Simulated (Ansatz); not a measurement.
One geometry of (HBe-mu-Br)2 (Be2H2Br2), several levels of theory.

```yaml
crystal:
  periodic: [false, false, false]
  atoms:
    - {symbol: Be, position_ang: [0.678108, -0.389863, -1.137366]}
    - {symbol: H, position_ang: [1.342194, -0.760309, -2.224709]}
    - {symbol: Br, position_ang: [-0.226102, 1.532166, -0.659992]}
    - {symbol: Be, position_ang: [-0.680102, 0.389174, 1.136401]}
    - {symbol: H, position_ang: [-1.321452, 0.767497, 2.234639]}
    - {symbol: Br, position_ang: [0.207354, -1.538655, 0.651016]}
basis:
  gaussian: {orbitals: def2-TZVPD, initial_orbitals: start.molden}
hamiltonian: {xc: pbe0, dispersion: d4}
scf: {omitted_lower_state_checks: [starts]}
output: {orbitals: {seedname: orbitals}}
```

The file start.molden holds the orbitals of an earlier run on this structure, at another level or in another basis.

```sh
$ ansatz run in.yaml --threads 4 --pin off --events-out ev --progress --plain --max-ram 3916MiB
```

It prints (some lines left out):

```
Functional definition: PBE0
  name "PBE0"
  cite "Adamo & Barone, J. Chem. Phys. 110, 6158 (1999) doi:10.1063/1.478522"
  cite "Perdew, Burke & Ernzerhof, Phys. Rev. Lett. 77, 3865 (1996) doi:10.1103/PhysRevLett.77.3865"
  parent pbe
  parameter a = 0.25
  parameter kappa = 0.804
  parameter beta = 0.06672455060314922
  exchange = (1 - a)*pbe_x(kappa = kappa, mu = beta*pi^2/3) + a*exact_x
  correlation = pbe_c(beta = beta)
these checks for a lower state are left out or cut short: starts
1360 factors; their error is unknown
mean field evaluation 1: about -140913.1009 eV, gradient 9.1e0 eV
mean field evaluation 2: about -140913.1481 eV, gradient 8.4e-2 eV
mean field evaluation 4: about -140913.7725 eV, gradient 2.4e-4 eV
mean field -140913.77254255 eV, -5178.4856261532 hartree, gradient 1.3e-5 eV, S^2 0.000000; 0 other end points of the search recorded, 0 dependent functions left out
reference -140913.77257966 eV, -5178.4856275171 hartree; 40, 40 occupied and 136, 136 virtual orbitals, 1360 factors
Total energy: -140913.90724520 eV, -5178.4905763842 hartree
Checks for a lower state left out: starts
```

It took 4.5 s on 4 threads of Intel Xeon on a shared host.

First input, but with `gaussian: {orbitals: def2-TZVP, initial_orbitals: start.molden}`, `hamiltonian: {xc: r2scan, dispersion: d4}` (abridged; 3.6 s):

```
Functional definition: r2SCAN
mean field -140930.07463502 eV, -5179.0847170013 hartree, gradient 1.5e-5 eV, S^2 0.000000
Total energy: -140930.10947104 eV, -5179.0859972016 hartree
Checks for a lower state left out: starts
```

The first input with `hamiltonian: {xc: r2scan, dispersion: d4}` (abridged; 5.5 s):

```
Functional definition: r2SCAN
mean field -140930.11511920 eV, -5179.0862047677 hartree, gradient 2.6e-5 eV, S^2 0.000000
Total energy: -140930.14995517 eV, -5179.0874849657 hartree
Checks for a lower state left out: starts
```

Geometry: B3LYP-D4/def2-TZVP.
